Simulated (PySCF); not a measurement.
Dipole moment and polarisability of `CS[SiH2]c1ccccc1`

Compound: C7H10SSi.
Geometry (PBE0-D3(BJ)/def2-SVP, Å), atoms numbered from 1 in this order:
```xyz
19
C7H10SSi angstrom
C      3.7326   -0.7255    0.4583
S      1.9999   -1.2737    0.3396
Si     1.0367    0.6386    0.2603
C     -0.8041    0.3404    0.0766
C     -1.3444   -0.9527    0.0394
C     -2.7179   -1.1491   -0.0968
C     -3.5730   -0.0534   -0.1988
C     -3.0520    1.2399   -0.1647
C     -1.6792    1.4327   -0.0282
H      4.0364   -0.1617   -0.4352
H      4.3474   -1.6328    0.5293
H      3.9009   -0.1161    1.3577
H      1.3330    1.4245    1.5010
H      1.5700    1.4390   -0.8884
H     -0.6864   -1.8231    0.1172
H     -3.1218   -2.1641   -0.1236
H     -4.6496   -0.2071   -0.3058
H     -3.7186    2.1020   -0.2453
H     -1.2872    2.4546   -0.0032
```

Level: PBE0/def2-SVPD (PySCF), static field, nuclei fixed, core orbitals frozen in the response. The polarisability tensor in these axes (au):

```
x   176.02  -6.17   8.52
y    -6.17 129.76  -0.95
z     8.52  -0.95  86.35
```

**Question.** Diagonalise the tensor; give its mean and Δα, where Δα² is half the sum of the squared differences of the eigenvalues.

**Answer.** Principal values 85.55, 128.95 and 177.63 au; mean 130.71 au = 19.37 Å³ = 21.55 × 10⁻⁴⁰ C²·m²/J; Δα = 79.79 au (61 % of the mean).

**Question.** What is the dipole moment, and where does it point?

**Answer.** (0.15, 0.76, -0.03) D, 0.77 D in size, pointing from the negative to the positive side. Measured along this direction, the outermost atoms are H16 at the negative end and H19 at the positive end.

**Question.** Traceless (Buckingham) quadrupole moment about the centre of nuclear charge: eigenvalues?

**Answer.** -12.78, -1.52, 14.30 D·Å. The values depend on the origin, since the dipole doesn't vanish. The electronic extent ⟨r²⟩ about the same centre is 2203 bohr², a root-mean-square distance of 2.74 Å for the 82 electrons.

**Question.** Refractivity n − 1 of an ideal gas of it at 350 K and 1 atm, from the electronic α?

**Answer.** N = p/kT = 2.0968 × 10¹⁹ cm⁻³, so n − 1 = 2π × N × 19.37 × 10⁻²⁴ cm³ = 2552 × 10⁻⁶ at long wavelengths, for an ideal gas.

**Question.** Along which axes do the principal values lie, and how far do the nuclei extend along each?

**Answer.** Largest value along (0.99, -0.13, 0.09), where the nuclei span 9.14 Å; middle along (0.13, 0.99, 0.00), 4.82 Å; least along (-0.09, 0.01, 1.00), 2.40 Å. The response follows the extents in order.

One conformer (not necessarily the lowest) at the PBE0-D3(BJ)/def2-SVP geometry, without solvent, vibrations or thermal averaging.
